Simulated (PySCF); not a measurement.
Isomers of C6H10O2, mass 114.068 u with the commonest isotopes. Method used: PBE0/pcSseg-1 in PySCF (dipole) on a GFN2-xTB geometry, gas phase. One conformer each, none proved a minimum here; rigid rotors.

Question: Order these by dipole moment, largest first.
A. `[CH3:1][CH2:2][CH2:3][C@H:4]1[CH2:5][O:6][C:7]1=[O:8]` with C1–C2–C3–C4 180°, C2–C3–C4–C5 77°
B. `[CH2:1]=[CH:2][C:3](=[O:4])[O:5][CH:6]([CH3:7])[CH3:8]` with C1–C2–C3–O4 -1°, C2–C3–O5–C6 180°, C3–O5–C6–C7 83° (isopropyl acrylate)
C. `[CH3:1][O:2][C@@:3]12[CH2:4][CH2:5][CH2:6][C@@H:7]1[O:8]2` with C1–O2–C3–C4 81°, O2–C3–C4–C5 166°, C3–C4–C5–C6 -29°, C4–C5–C6–C7 30°, C5–C6–C7–O8 44°

Answer: A (4.52 D), B (1.64 D), C (1.22 D).

Question: Order these by rotational constant B, smallest first.
A. `[CH2:1]=[CH:2][C:3](=[O:4])[O:5][CH:6]([CH3:7])[CH3:8]` with C1–C2–C3–O4 -1°, C2–C3–O5–C6 180°, C3–O5–C6–C7 83° (isopropyl acrylate)
B. `[CH3:1][CH2:2][CH2:3][C@H:4]1[CH2:5][O:6][C:7]1=[O:8]` with C1–C2–C3–C4 180°, C2–C3–C4–C5 77° (alpha-propyl-beta-propiolactone)
C. `[CH3:1][CH:2]([CH3:3])[CH2:4][O:5][CH:6]=[C:7]=[O:8]` with C1–C2–C4–O5 173°, C2–C4–O5–C6 179°, C4–O5–C6–C7 2°
D. `[CH3:1][O:2][C@@:3]12[CH2:4][CH2:5][CH2:6][C@@H:7]1[O:8]2` with C1–O2–C3–C4 81°, O2–C3–C4–C5 166°, C3–C4–C5–C6 -29°, C4–C5–C6–C7 30°, C5–C6–C7–O8 44°

Answer: C (967.2 MHz), B (1071 MHz), A (1119 MHz), D (1655 MHz).

Question: Order these by out-of-plane moment Σ m c² = (Ia + Ib − Ic)/2, smallest first.
A. `[CH2:1]=[CH:2][C:3](=[O:4])[O:5][CH:6]([CH3:7])[CH3:8]` with C1–C2–C3–O4 -1°, C2–C3–O5–C6 180°, C3–O5–C6–C7 83° (isopropyl acrylate)
B. `[CH3:1][CH2:2][CH2:3][C@H:4]1[CH2:5][O:6][C:7]1=[O:8]` with C1–C2–C3–C4 180°, C2–C3–C4–C5 77°
C. `[CH3:1][O:2][C@@:3]12[CH2:4][CH2:5][CH2:6][C@@H:7]1[O:8]2` with C1–O2–C3–C4 81°, O2–C3–C4–C5 166°, C3–C4–C5–C6 -29°, C4–C5–C6–C7 30°, C5–C6–C7–O8 44°
D. `[CH3:1][CH:2]([CH3:3])[CH2:4][O:5][CH:6]=[C:7]=[O:8]` with C1–C2–C4–O5 173°, C2–C4–O5–C6 179°, C4–O5–C6–C7 2°

Answer: B (18.56 u·Å²), D (22.38 u·Å²), A (29.92 u·Å²), C (32.83 u·Å²).

```tsv
SMILES	point group	Ia (u·Å²)	Ib (u·Å²)	Ic (u·Å²)	κ	μa (D)	μb (D)	μc (D)
CCC[C@H]1COC1=O	C1	110.18	471.87	544.92	-0.92	3.71	2.41	0.92
C=CC(=O)OC(C)C	C1	106.13	451.72	498.01	-0.94	0.56	1.33	0.78
CO[C@@]12CCC[C@@H]1O2	C1	112.39	305.34	352.06	-0.86	0.34	1.12	0.35
CC(C)COC=C=O	C1	118.45	522.53	596.23	-0.93	1.28	0.25	0.19
```
